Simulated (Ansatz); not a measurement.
Pulling on the Cd1–H2 bond in CdH2Se (SMILES [SeH][CdH]) (multiplicity 1 held, fragments rigid). Energies count from the point at 1.673 Å.
Geometry at that point (charge 0, multiplicity 1):
```xyz
4

Cd    -0.5778    -0.4349    -0.7165
H     -1.5269    -1.1554    -1.8906
Se     0.8327     0.6655     1.0152
H      0.9514    -0.5964     1.7664
```

U- levels take the lowest unrestricted solution at each point, which mixes spins at long bonds. Active spaces are followed from a long bond inwards. Curves can end on different states.

Cores are frozen in the correlated methods. Filled d and f shells under p-block atoms count as core.

Run with Ansatz (Gaussian basis) for Hartree–Fock, density functionals and correlated methods.  In def2 rows elements past Kr take small-core potentials, without spin–orbit coupling.

**Question.** Estimate the energy at R = 5.353 Å that FIC-MRCISD+Q on CASSCF(2,2)/def2-SVP returns for this input.

**Answer.** 68.3 kcal/mol

**Question.** Estimate the energy at R = 5.353 Å that U-SCS-MP2/def2-SVP returns for this input.

**Answer.** 66.9 kcal/mol

**Question.** Give the energy at R = 5.353 Å at the level U-MP2/def2-SVP.

**Answer.** 65.0 kcal/mol

Doubts at one or more of the structures used: a spin-contaminated determinant (U-MP2/def2-SVP, U-SCS-MP2/def2-SVP).

Ansatz is a quantum-chemistry and plane-wave program.
